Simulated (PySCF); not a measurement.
**Basis-set dependence of excited states**

Species: BClH8Si3.
Numbering: `[SiH3:1][SiH2:2][SiH2:3][BH:4][Cl:5]` (hydrogens: H6, H7, H8 on Si1; H9, H10 on Si2; H11, H12 on Si3; H13 on B4)

Structure used (PBE0-D3(BJ)/def2-SVP), in Å, numbered top down from 1:
```
atom  x, y, z in Å
Si1   -2.098    0.706    0.043
Si2   -0.614   -1.057    0.530
Si3    1.320   -0.756   -0.785
B4     2.290    0.709    0.190
Cl5    1.662    2.341    0.123
H6    -3.283    0.174   -0.698
H7    -2.572    1.366    1.298
H8    -1.423    1.728   -0.812
H9    -1.262   -2.378    0.251
H10   -0.233   -1.022    1.978
H11    2.108   -2.023   -0.887
H12    0.872   -0.331   -2.149
H13    3.241    0.534    0.912
```

TDDFT with PBE0 (PySCF), vertical singlets, core orbitals frozen in the response, spherical d and f functions. One conformer (not necessarily the lowest) at the PBE0-D3(BJ)/def2-SVP geometry, without solvent, vibrations or thermal averaging.

Q: How do the low singlets change with the basis? Take 6-31G*, 6-31+G*, def2-SVP, def2-SVPD, aug-cc-pVDZ, def2-TZVP and def2-TZVPD.

A: 

| basis | functions | diffuse | S1 (eV) | S2 (eV) | S3 (eV) | S4 (eV) | S5 (eV) | LUMO (eV) | α (au) |
| --- | --- | --- | --- | --- | --- | --- | --- | --- | --- |
| 6-31G* | 102 | no | 4.03 | 4.93 | 5.59 | 6.29 | 6.40 | -2.19 | 101.2 |
| 6-31+G* | 122 | yes | 3.99 | 4.87 | 5.52 | 6.24 | 6.33 | -2.34 | 110.7 |
| def2-SVP | 126 | no | 3.98 | 4.91 | 5.55 | 6.24 | 6.31 | -2.27 | 106.3 |
| def2-SVPD | 183 | yes | 3.94 | 4.79 | 5.42 | 6.16 | 6.22 | -2.38 | 121.2 |
| aug-cc-pVDZ | 203 | yes | 3.95 | 4.81 | 5.45 | 6.17 | 6.22 | -2.33 | 122.8 |
| def2-TZVP | 227 | no | 3.92 | 4.78 | 5.43 | 6.15 | 6.19 | -2.35 | 116.8 |
| def2-TZVPD | 284 | yes | 3.90 | 4.76 | 5.41 | 6.09 | 6.14 | -2.38 | 122.5 |

States are compared by their number. Against the largest diffuse basis here (def2-TZVPD, itself not a converged limit), sets without diffuse functions differ by up to 0.13 eV in S1 and 0.26 eV in S5; the smaller diffuse sets differ by up to 0.08 and 0.19 eV. State by state, the largest deviation of a set without diffuse functions is S1 0.13, S2 0.17, S3 0.18, S4 0.20, S5 0.26 eV. The same number needn't mean the same state in each row. Against def2-TZVPD the polarisability deviates by -17% in 6-31G*, -10% in 6-31+G*, -13% in def2-SVP, -1% in def2-SVPD, 0% in aug-cc-pVDZ, -5% in def2-TZVP. A single + in a Pople set puts diffuse functions on heavy atoms only.
